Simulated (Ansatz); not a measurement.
`Cl[SiH2][GeH3]` + H₂S → `S[SiH2][GeH3]` + HCl at 700 K and 1 bar (ligand exchange at the Si–Cl bond).

Gas-phase electronic energies from Ansatz, PBE0-D4/def2-TZVP geometries. CCSD(T)/CBS adds triple-zeta CCSD(T) − MP2 to the extrapolated MP2 energy (def2 sets, frozen cores). This one scheme is used for every species. For Ge outer-core shells are correlated without core-valence functions, which leaves a few kJ/mol of doubt a bond. Scalar relativity is left out up to krypton. Each species was taken in one conformer, which may not be the lowest.

| species | CCSD(T)/CBS energy (Eh) | H − E (kJ/mol) | S (J/(mol·K)) |
| --- | --- | --- | --- |
| `Cl[SiH2][GeH3]` | -2828.01436 | 176.2 | 434.7 |
| H₂S | -398.97279 | 64.8 | 236.9 |
| `S[SiH2][GeH3]` | -2766.59259 | 204.9 | 458.9 |
| HCl | -460.38127 | 38.4 | 211.8 |

H − E and S are ideal-gas, rigid-rotor, harmonic terms from PBE0-D4/def2-TZVP, for one conformer and one mirror image of each species. 1 Eh = 2625.50 kJ/mol, R = 8.31446 J/(mol·K).

Question: By hand: ΔE, ΔH, ΔS and ΔG.

Answer: ΔE = (-2766.59259) + (-460.38127) − (-2828.01436) − (-398.97279) = 0.01329 Eh = 34.9 kJ/mol. Δ(H − E) = 204.9 + 38.4 − 176.2 − 64.8 = 2.3, so ΔH = 37.2 kJ/mol. ΔS = 458.9 + 211.8 − 434.7 − 236.9 = -0.9 J/(mol·K). ΔG = 37.2 − 700 × (-0.9)/1000 = 37.8 kJ/mol.

Question: By hand: the equilibrium constant, and the temperature at which ΔG would vanish if ΔH and ΔS stayed fixed.

Answer: log₁₀ K = −ΔG/(RT ln 10) = -2.8. ΔH and −TΔS have one sign here, so there is no such temperature.

The number of gas molecules stays the same, so ΔS is small and ΔH decides. A doubt of 5 kJ/mol in ΔE shifts log₁₀ K by 0.4 here. Other conformers and mirror images would add mixing entropy, several J/(mol·K) or more a flexible species. These are equilibria of isolated gas molecules and say nothing of rates. Largest T1 diagnostic: 0.012 (customary marks: 0.02 for closed shells, 0.045 for open ones).

ΔS is within the doubt of such terms, so its sign, and with it that verdict, could turn.
